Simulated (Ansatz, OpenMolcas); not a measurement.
B3N3H6 (borazine): methods side by side

The species is B3N3H6 (12 atoms), meant as a singlet with charge 0. SMILES: `B1NBNBN1`. The coordinates come from a PBE0-D4/def2-TZVP relaxation. This is one conformer, not always the lowest.

Each level gives the electronic atomisation energy (eV). The values are calculated. Electronic energies at fixed atoms, without zero-point motion or spin-orbit coupling.

```csv
level,kind,program,value (eV),CPU time (all runs)
HF/def2-SVP,Hartree–Fock,Ansatz,40.14,7.2 s
PBE/def2-SVP,GGA,OpenMolcas,55.02,99 s
M06-L/def2-SVP,meta-GGA,OpenMolcas,53.91,2.2 min
B3LYP/def2-SVP,global hybrid,Ansatz,53.86,15 s
wB97X/def2-SVP,range-separated hybrid,Ansatz,53.74,44 s
PBE-QIDH/def2-SVP,double hybrid,Ansatz,53.15,20 s
RPA@PBE/def2-SVP,RPA,Ansatz,49.15,26 s
MP2/def2-SVP,perturbation theory,Ansatz,51.54,8.9 s
CCSD/def2-SVP,coupled cluster or CI,Ansatz,49.92,42 s
```

Correlated wave functions underbind in double-zeta sets. The values span 40.14 to 55.02 eV. CPU times are rough (shared hosts, several kinds of processor and program).
